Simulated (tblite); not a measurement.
Compound: C6H13GeN.
Geometry (GFN2-xTB, Å), atoms numbered from 1 in this order:
```
atom  x, y, z in Å
C1     3.2420   -0.7443    0.3837
N2     2.0085   -0.5496    0.3203
Ge3    1.0518    0.8069   -0.4798
C4    -0.2584   -0.0794   -1.6729
C5    -1.2806   -0.8275   -0.8219
C6    -2.0081    0.0740    0.1752
C7    -1.1333    0.5223    1.3456
C8    -0.0918    1.5646    0.9492
H9     3.6117   -1.6160    0.9217
H10    4.0101   -0.1042   -0.0620
H11    1.9364    1.8481   -1.1880
H12   -0.7629    0.6807   -2.2718
H13    0.2228   -0.7700   -2.3654
H14   -0.7751   -1.6250   -0.2722
H15   -2.0202   -1.2948   -1.4799
H16   -2.3966    0.9537   -0.3460
H17   -2.8625   -0.4783    0.5755
H18   -1.7753    0.9367    2.1294
H19   -0.6250   -0.3510    1.7610
H20   -0.5901    2.4598    0.5736
H21    0.4877    1.8589    1.8241
```

Computed values, GFN2-xTB/tblite, gas phase, harmonic and unscaled. This tight-binding method is rough: wavenumbers can miss measured ones by several per cent, in bad cases by 10 to 20. Modes of hydrogen on germanium can be 10 to 20 % off. One conformer, not necessarily the lowest.

Harmonic wavenumbers (cm⁻¹): 60.1, 74.4, 130.8, 141.4, 208.0, 210.7, 298.8, 339.7, 354.3, 468.5, 479.2, 509.5, 546.1, 559.1, 612.7, 621.4, 727.3, 775.3, 848.0, 893.7, 927.8, 972.3, 996.0, 998.8, 1050.7, 1080.9, 1126.3, 1139.6, 1161.6, 1187.3, 1209.1, 1245.3, 1275.8, 1281.9, 1346.5, 1357.2, 1357.8, 1446.1, 1458.3, 1458.6, 1481.9, 1486.4, 1496.6, 1717.1, 1724.9, 2850.8, 2935.4, 2936.7, 2949.4, 2949.7, 2955.7, 2959.0, 2967.9, 2968.9, 2974.4, 2978.0, 2978.8.

A = 2305, B = 1109, C = 1030 MHz; mass 173.026 u (most abundant isotopes); point group Cs, symmetry number 1.

Problem. What is the zero-point energy?

Solution. Half the sum of the wavenumbers: 38124 cm⁻¹ = 456.07 kJ/mol.

Problem. Give the ideal-gas entropy at 298.15 K and 1 bar in the rigid-rotor, harmonic-oscillator model (classical rotation).

Solution. Translation 173.13, rotation 122.14, vibration 117.02: S = 412.3 J/(mol K).

Problem. And Cp and H(298.15 K) − H(0)?

Solution. Cp = 166.15 J/(mol K), of which vibrations give 132.89 (their classical limit is 57 R = 473.9); H(298.15 K) − H(0) = 29.06 kJ/mol without the zero-point energy, 19.14 from vibrations.

Problem. Blend soft modes into free rotors: weight 1/[1 + (100 cm⁻¹/ν̃)⁴] for the oscillator and the rest for a rotor with moment μB/(μ + B), μ = h/(8π²ν), B = 10⁻⁴⁴ kg m². What vibrational entropy results?

Solution. 109.64 J/(mol K) in place of 117.02, which changes −T·S at 298.15 K by +2.20 kJ/mol.

Problem. What must be added to the electronic energy to get the Gibbs energy at 298.15 K and 1 bar?

Solution. ZPE + [H(298.15 K) − H(0)] − T·S = 456.07 + 29.06 − 122.92 = 362.21 kJ/mol.

Problem. How do the functions run with temperature in this model?

Solution. 
```json
{"T (K)": "50", "S (J/(mol K))": "246.0", "Cp (J/(mol K))": "52.5", "H − H(0) (kJ/mol)": "2.02", "G − H(0) (kJ/mol)": "-10.28", "ln q(vib)": "0.37"}
{"T (K)": "100", "S (J/(mol K))": "289.7", "Cp (J/(mol K))": "75.8", "H − H(0) (kJ/mol)": "5.24", "G − H(0) (kJ/mol)": "-23.73", "ln q(vib)": "1.40"}
{"T (K)": "373.15", "S (J/(mol K))": "453.4", "Cp (J/(mol K))": "201.0", "H − H(0) (kJ/mol)": "42.84", "G − H(0) (kJ/mol)": "-126.33", "ln q(vib)": "8.31"}
{"T (K)": "500", "S (J/(mol K))": "519.7", "Cp (J/(mol K))": "253.1", "H − H(0) (kJ/mol)": "71.75", "G − H(0) (kJ/mol)": "-188.09", "ln q(vib)": "11.67"}
{"T (K)": "750", "S (J/(mol K))": "637.5", "Cp (J/(mol K))": "327.5", "H − H(0) (kJ/mol)": "145.02", "G − H(0) (kJ/mol)": "-333.11", "ln q(vib)": "18.22"}
{"T (K)": "1000", "S (J/(mol K))": "738.9", "Cp (J/(mol K))": "376.5", "H − H(0) (kJ/mol)": "233.42", "G − H(0) (kJ/mol)": "-505.47", "ln q(vib)": "24.44"}
```

q(vib) and H(0) count from the zero-point level.

Hindered rotation and anharmonicity are outside this model. Other conformers, if any are populated, would add a mixing term that is left out.

On Arm Neoverse V1, one thread (shared host), this took 0.89 s wall. This covers the Hessian and the dipole derivatives.
